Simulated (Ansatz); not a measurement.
Consider the hydrogenolysis of the Si–F bond: `C=C(F)[SiH](O)F` + H₂ → `C=C(F)[SiH2]O` + H–F.

Calculated with Ansatz (gas phase, PBE0-D4/def2-TZVP geometries, no zero-point term in ΔE). CBS: MP2 limit from def2 TZ/QZ plus the TZ coupled-cluster correction, frozen cores. This one scheme is used for every species. Functionals use def2-TZVPP. B3LYP here is the variant with VWN-RPA as its local correlation; programs differ in this. Each species was taken in one conformer, which may not be the lowest.

`C=C(F)[SiH](O)F`:

Cartesian coordinates in Å:
```
C 1.553 0.558 -0.215
C 0.635 -0.318 -0.592
F 0.880 -1.121 -1.650
Si -1.019 -0.592 0.240
O -1.332 0.619 1.281
F -2.105 -0.656 -0.923
H 1.366 1.190 0.644
H 2.499 0.654 -0.736
H -1.087 -1.848 1.006
H -1.390 1.515 0.944
```

H₂:

```xyz
2

H    -0.132   -0.296   -0.185
H     0.132    0.296    0.185
```

`C=C(F)[SiH2]O`:

Cartesian coordinates in Å:
```
C -0.704 -1.440 0.499
C -0.627 -0.131 0.678
F -1.274 0.437 1.724
Si 0.317 1.092 -0.388
O 1.213 0.287 -1.507
H -0.198 -1.887 -0.346
H -1.269 -2.079 1.169
H -0.627 1.952 -1.136
H 1.159 1.920 0.516
H 2.010 -0.151 -1.208
```

H–F:

Z-matrix (Å, degrees):
```
F
H 1 0.920
```

Problem. Is it downhill or uphill in electronic energy at CCSD(T)/CBS, and by how much? (Best estimate.)

Solution. The calculation gave: Uphill: ΔE = +134.0 kJ/mol.

Problem. What do these levels give: B3LYP-D4, PBE, r2SCAN, CCSD(T)/def2-TZVPP, HF/CBS(def2), MP2/CBS(def2)? (Estimate.)

Solution. Ansatz gave: B3LYP-D4 137.6, PBE 127.4, r2SCAN 142.3, CCSD(T)/def2-TZVPP 133.4, HF/CBS(def2) 136.8, MP2/CBS(def2) 137.6 kJ/mol.

Largest T1 diagnostic among the species: 0.012.
